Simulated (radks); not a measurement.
Results of a calculation; reference values are marked as such.
Numerical settings for the selenium ion Se5+, [Ar] 3d10 4s1. Level of theory: Dirac Kohn-Sham, PBEsol, spin-unpolarised, spherical densities, finite nucleus; Fermi nuclear charge, rms radius 4.14 fm (a radial shooting solver on a logarithmic mesh with Libxc functionals). The defaults (mesh step 0.008 in ln r, mesh end at 40 bohr or more with all orbitals vanishing there, Anderson mixing 0.5 over 9 steps, residual threshold near 1e-9 with the energy settled to 1e-9 hartree or 1e-11 of itself, here a cap of 79 iterations) give E = -2422.0784 hartree and 4s1/2 at -75.384 eV in 14 iterations. Run on one thread of a shared host, so times are rough (Arm Neoverse V1): 0.09 s of CPU time, 0.09 s wall, 14 iterations on 2189 mesh points. Changes against that run (0 stands for a change within the tolerance of the run):

setting	iterations	converged	E (mhartree)	e(4s1/2) (meV)	CPU (s)
mesh step in ln r 0.02	14	yes	0	0	0.04
mesh step in ln r 0.12	2	no	diverged	-	0
mesh step in ln r 0.2	13	no	diverged	-	0.02
mesh end (bohr) 12	14	yes	0	0	0.09
mesh end (bohr) 2	14	yes	+992	+2.52e+04	0.08
residual threshold 1e-16	79	no	0	0	0.26
residual threshold 0.1	10	yes	0	+0.581	0.07
mixing 0.01	20	yes	0	0	0.12
linear mixing, mixing 0.8	53	yes	0	0	0.26
linear mixing, mixing 0.05	79	no	+0.0843	-524	0.41
mixing history 2	18	yes	0	0	0.1
iteration cap 2	2	no	+4.57e+03	-3.88e+04	0.02

Settings that end as converged yet miss the energy by more than 1 mhartree: mesh end (bohr) 2 (+0.992 hartree). A mesh that ends early acts as a hard wall.
